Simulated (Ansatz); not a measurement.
A CCSD(T) single point on CH3BFNO, SMILES `OC1(F)BN1`.

```yaml
crystal:
  periodic: [false, false, false]
  atoms:
    - {symbol: O, position_ang: [0.033888, 1.390710, 0.753994]}
    - {symbol: C, position_ang: [0.378583, 0.245219, 0.095235]}
    - {symbol: F, position_ang: [1.509268, 0.489522, -0.658085]}
    - {symbol: B, position_ang: [-0.057012, -1.180217, 0.478477]}
    - {symbol: N, position_ang: [-0.602151, -0.523370, -0.582662]}
    - {symbol: H, position_ang: [0.121475, 2.134061, 0.144941]}
    - {symbol: H, position_ang: [-0.076632, -2.192089, 1.088801]}
    - {symbol: H, position_ang: [-1.215316, -0.420835, -1.376402]}
basis:
  gaussian: {orbitals: def2-SVP}
correlation: {method: ccsd_t}
```

```sh
$ ansatz run in.yaml --threads 2 --pin off --events-out ev --progress --plain --max-ram 4352MiB
```

Log, shortened:

```
Functional definition: HF
846 factors; integrals over basis functions are off by at most 1.2e-3 eV
mean field evaluation 1: about -7963.8697 eV, gradient 3.9e1 eV
mean field evaluation 2: about -7964.0090 eV, gradient 3.9e1 eV
mean field evaluation 4: about -7967.2139 eV, gradient 3.4e0 eV
mean field evaluation 8: about -7967.2602 eV, gradient 2.2e-1 eV
mean field evaluation 16: about -7967.0601 eV, gradient 3.4e0 eV
mean field -7967.26043322 eV, -292.7914205178 hartree, gradient 6.1e-6 eV, S^2 0.000000; 0 other end points of the search recorded, 0 dependent functions left out
5 core orbitals not correlated: weight in the atoms' cores, before any rotation towards them, 1.000 or more for the frozen orbitals, at most 0.000 for the correlated occupied ones
reference -7967.26043322 eV, -292.7914205178 hartree; 14, 14 occupied and 66, 66 virtual orbitals, 846 factors
second order -20.20682695 eV of doubles, -0.00000000 eV of singles
cycle   1  -20.35771658 eV  change   -1.5e-1 eV  update   1.0e-1
cycle   2  -20.83433964 eV  change   -4.8e-1 eV  update   2.9e-2
cycle   3  -20.95460465 eV  change   -1.2e-1 eV  update   1.6e-2
cycle   4  -20.94520255 eV  change    9.4e-3 eV  update   4.4e-3
cycle   5  -20.94269305 eV  change    2.5e-3 eV  update   2.0e-3
cycle   6  -20.94341765 eV  change   -7.2e-4 eV  update   6.6e-4
cycle   7  -20.94302506 eV  change    3.9e-4 eV  update   2.1e-4
cycle   8  -20.94289576 eV  change    1.3e-4 eV  update   6.6e-5
cycle   9  -20.94291863 eV  change   -2.3e-5 eV  update   2.5e-5
cycle  10  -20.94292799 eV  change   -9.4e-6 eV  update   8.3e-6
perturbative correction -0.57746957 eV, -0.0212216154 hartree
Total energy: -7988.78083079 eV, -293.5822805412 hartree
```

Hardware: 2 threads of an Arm Neoverse V2 on a shared host. Wall time 3.2 s, peak host memory 0.37 GiB.

MP2 recovers 93.9 % of the CCSD(T) correlation energy and the triples give 2.7 %; T1 = 0.0138.
